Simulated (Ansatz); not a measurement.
A run for Ansatz (a first-principles code): U-wB97X-V/def2-TZVPP on F2Si (SMILES F[Si]F), 2S+1 = 1, a spin state set in the input, which need not be the lowest.

Ansatz 0.2 input:
```yaml
crystal:
  periodic: [false, false, false]
  atoms:
    - {symbol: F, position_ang: [-1.23895804, -0.45010427, 0.00000000]}
    - {symbol: Si, position_ang: [-0.00055932, 0.57716124, 0.00000000]}
    - {symbol: F, position_ang: [1.23982810, -0.44770210, 0.00000000]}
basis:
  gaussian:
    orbitals: def2-TZVPP
hamiltonian:
  xc: {name: wB97X-V}
magnetization: {spin_polarized: true, initial_magnetization: 0}
```

The head of its log:

```
WARN ansatz: RAYON_NUM_THREADS=1 ignored (pool sized by the plan → 1); use --threads N
Functional definition: wB97X-V
integrals: 0.04 GiB planned
603 factors; their error is unknown
integrals: 0.07 GiB planned
106 factors; integrals over basis functions are off by at most 2.7e-5 eV
mean field: 0.47 GiB planned
mean field evaluation 1: about -13310.3554 eV, gradient 3.2e1 eV
mean field evaluation 2: about -13309.3196 eV, gradient 4.0e1 eV
```

Problem. Predict the final total energy.

Solution. -489.2576 hartree.
